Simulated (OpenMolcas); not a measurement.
Ho2+ among 6 point charges of -0.5 e arranged as an octahedron (Oh).

```json
{"Program": "OpenMolcas 26.06", "Method": "CASSCF", "Basis": "ANO-RCC-VDZP [7s6p4d2f1g]", "Scalar Hamiltonian": "DKH2, point nucleus", "Active space": "11 electrons in 7 orbitals (4f)", "State averaging": "2S+1 = 4 odd, 35 roots; 2S+1 = 2 odd, 73 roots kept (CI in the orbitals of an earlier block)", "Spin-orbit coupling": "RASSI with atomic mean-field integrals over the reference wave functions"}
```

All point charges move together. At R = 2.64 Å the width of the lowest J multiplet is 55 cm-1, and at R = 2.89 Å it is 35 cm-1.

Question: A third run gives 23 cm-1. What distance was it run at?

Answer: With a power law R^-n the two known points give n = -ln(35 / 55) / ln(2.89 / 2.64) = 5.00. Then R = 2.64 × (55 / 23)^(1/5.00) = 3.143 Å. The run was at 3.15 Å, so the estimate is off by -0.007 Å.

High states are left out of the spin-orbit mixing, which shifts the levels that they would mix with. Point charges carry no covalency, so the field is a model and not that of real ligands. A group larger than the point group allows holds several states that coincide in this model. No measured value stands beside these numbers.
